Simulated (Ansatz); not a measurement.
Isolated molecules relaxed with PBE0-D4/def2-TZVP in Ansatz; ΔE leaves out vibrations. CBS: MP2 limit from def2 TZ/QZ plus the TZ coupled-cluster correction, frozen cores. Functionals use def2-TZVPP. B3LYP here is the variant with VWN-RPA as its local correlation; programs differ in this. Elements past krypton have def2 core potentials. For Hf outer-core shells are correlated without core-valence functions, which leaves a few kJ/mol of doubt a bond. One conformer a species, not always the lowest.

Reaction (redistribution): `C[O][Hf]([OH])([Cl])[Cl]` + `O[SiH2]OCS` → `C[O][Hf]([SH])([Cl])[Cl]` + `OCO[SiH2]O`

```tsv
level	ΔE (kJ/mol)
PBE-D4	47.7
r2SCAN-D4	47.7
r2SCAN	47.5
B3LYP	49.8
HF/def2-TZVPP	43.1
MP2/def2-QZVPP	51.1
MP2/CBS(def2)	53.0
CCSD/CBS(def2)	51.5
```

Problem. What does CCSD(T)/CBS give? (An estimate is asked.)

Solution. The calculation gave: +50.1 kJ/mol. The listed levels differ from it by -2.4, -2.4, -2.6, -0.3, -7.0, 1.0, 2.9, 1.4 kJ/mol.

Largest T1 diagnostic among the species: 0.015.
